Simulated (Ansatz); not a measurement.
Molecule: CH₅Al, charge 0, multiplicity 1. 
Coordinates optimised at B3LYP-D3(BJ)/def2-TZVP (Ansatz, a first-principles code):
```
C
H 1 1.0914
H 1 1.0944 2 108.12
H 1 1.0955 2 107.65 3 -114.18
Al 1 1.9548 2 113.32 4 -122.23
H 5 1.5842 1 121.39 2 6.16
H 5 1.5845 6 118.84 1 -179.58
```

Wanted: vertical ionisation energy (to the doublet state of charge +1; each state is the SCF solution reached for its spin), in eV. Correlated levels leave the core frozen unless marked. Open shells are spin-unrestricted. Spin-orbit coupling is left out. Non-relativistic. Basis-set limits of correlation are two-point, X^-3; Hartree-Fock from the larger set. [CCSD(T)-MP2]/basis is that difference in the basis named.

```csv
level,program,vertical ionisation energy (eV)
HF/def2-SVPD,Ansatz,9.69
HF/def2-TZVPPD,Ansatz,9.59
HF/def2-QZVPPD,Ansatz,9.58
r2SCAN/def2-TZVPD,Ansatz,10.23
PBE0/def2-TZVPD,Ansatz,10.34
CAM-B3LYP/def2-TZVPD,Ansatz,10.51
wB97X-V/def2-TZVPD,Ansatz,10.54
MP2/def2-TZVPPD,Ansatz,10.70
MP2/aug-cc-pV(Q+d)Z,Ansatz,10.77
MP2/def2-QZVPPD,Ansatz,10.76
RI-MP2/aug-cc-pV(T+d)Z,Ansatz,10.72
SCS-MP2/aug-cc-pV(T+d)Z,Ansatz,10.70
SCS-MP2/def2-TZVPPD,Ansatz,10.68
SCS-MP2/aug-cc-pV(Q+d)Z,Ansatz,10.76
CCSD/aug-cc-pV(D+d)Z,Ansatz,10.48
CCSD/def2-TZVPPD,Ansatz,10.54
CCSD(T)/aug-cc-pV(T+d)Z,Ansatz,10.60
CCSD(T)/aug-cc-pV(Q+d)Z,Ansatz,10.64
CCSD(T)/def2-QZVPPD,Ansatz,10.63
"RI-MP2/CBS(def2-TZVPPD,def2-QZVPPD)+[CCSD(T)-MP2]/def2-TZVPPD",Ansatz,10.69
"CCSD(T)/CBS(aug-cc-pV(T+d)Z,aug-cc-pV(Q+d)Z)",Ansatz,10.67
```
